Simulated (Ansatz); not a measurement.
Basis sets compared for `C[Si](C)(C)C#Cc1ccc(-c2ccc(-c3ccc(C#C[Si](C)(C)C)nc3)nc2)nc1`. The state is a singlet with charge 0. Geometry r2SCAN-D4/def2-SVP. Ansatz on 2 threads of AMD EPYC 7R13 on a shared host and a share (18 GiB) of an NVIDIA H100 80GB HBM3; times are rough, and most runs start from earlier orbitals.

```xyz
57

C    -5.525   -9.157    1.887
Si   -4.806   -8.202    3.337
C    -6.174   -7.620    4.487
C    -3.560   -9.252    4.270
C    -3.936   -6.714    2.674
C    -3.369   -5.718    2.230
C    -2.711   -4.567    1.727
C    -3.133   -3.913    0.551
C    -2.450   -2.787    0.112
C    -1.345   -2.313    0.849
C    -0.574   -1.118    0.450
C     0.554   -0.719    1.191
C     1.268    0.407    0.807
C     0.852    1.141   -0.324
C     1.557    2.352   -0.792
C     2.650    2.922   -0.114
C     3.255    4.063   -0.624
C     2.754    4.625   -1.818
C     3.356    5.800   -2.363
C     3.892    6.811   -2.809
Si    4.656    8.329   -3.529
C     5.349    7.892   -5.220
C     6.028    8.909   -2.383
C     3.321    9.642   -3.679
N     1.707    4.089   -2.480
C     1.141    2.999   -1.977
N    -0.226    0.759   -1.035
C    -0.903   -0.319   -0.663
N    -0.939   -2.941    1.970
C    -1.588   -4.015    2.390
H    -6.059  -10.056    2.239
H    -6.239   -8.540    1.318
H    -4.733   -9.483    1.193
H    -6.897   -6.982    3.954
H    -5.765   -7.037    5.327
H    -6.723   -8.481    4.905
H    -3.115   -8.691    5.108
H    -2.740   -9.579    3.611
H    -4.042  -10.153    4.685
H    -3.992   -4.298   -0.005
H    -2.775   -2.284   -0.800
H     0.843   -1.312    2.061
H     2.147    0.708    1.382
H     3.029    2.487    0.814
H     4.103    4.529   -0.118
H     6.117    7.106   -5.144
H     4.555    7.524   -5.889
H     5.811    8.775   -5.692
H     6.510    9.818   -2.780
H     6.805    8.136   -2.268
H     5.636    9.145   -1.380
H     3.732   10.569   -4.114
H     2.499    9.297   -4.327
H     2.893    9.889   -2.695
H     0.291    2.579   -2.526
H    -1.771   -0.562   -1.289
H    -1.222   -4.492    3.307
```

Single mean-field runs in def2-SVP, def2-TZVP are fitted with def2-universal-jkfit.

Binding counts from free atoms (C triplet, Si triplet, N quartet, H doublet) in the same basis, without a counterpoise term.

| level | functions | energy (Eh) | HOMO (eV) | LUMO (eV) | binding per atom (eV) | wall time |
| --- | --- | --- | --- | --- | --- | --- |
| PBE-D4/def2-SVP | 563 | -1709.4786 | -5.47 | -3.00 | 5.05 | 7.5 s |
| PBE0-D4/def2-SVP | 563 | -1709.6380 | -6.34 | -2.38 | 4.95 | 5.5 s |

Task: Estimate the rows for PBE-D4/def2-TZVP, PBE0-D4/def2-TZVP (with forces).

Result: 
```csv
level,functions,energy (Eh),HOMO (eV),LUMO (eV),binding per atom (eV),wall time
PBE-D4/def2-TZVP,1104,-1710.8969,-5.53,-3.10,5.00,8.5 s
PBE0-D4/def2-TZVP (with forces),1104,-1711.0393,-6.34,-2.43,4.89,14 s
```
